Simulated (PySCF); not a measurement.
ammonia (H3N), SMILES N. Atoms are numbered in the order given.

```xyz
4

N      0.0000     0.0000     0.1117
H      0.8165    -0.4714    -0.2605
H     -0.8165    -0.4714    -0.2605
H      0.0000     0.9428    -0.2605
```
Charge 0, spin multiplicity 1.

The structure is a stationary point at B3LYP-D3(BJ)/def2-TZVP.

Two levels are set side by side: PBE/pcSseg-1 (PySCF) and PBE0/pcSseg-1 (PySCF). GIAO shifts against NH3 (¹⁵N), TMS (¹H) at the same level; non-relativistic, no solvent, atoms listed together averaged. Differences are taken from unrounded values.

```
quantity                    PBE0    PBE  PBE minus PBE0
-------------------------  -----  -----  --------------
δ(¹⁵N) of N1 (ppm)           0.0    0.0             0.0
δ(¹H) of H2, H3, H4 (ppm)  -0.15  -0.36           -0.22
```

Rough cost on one machine, each run with all the roots and properties that it gave: PBE0 against PBE within a factor of 2.
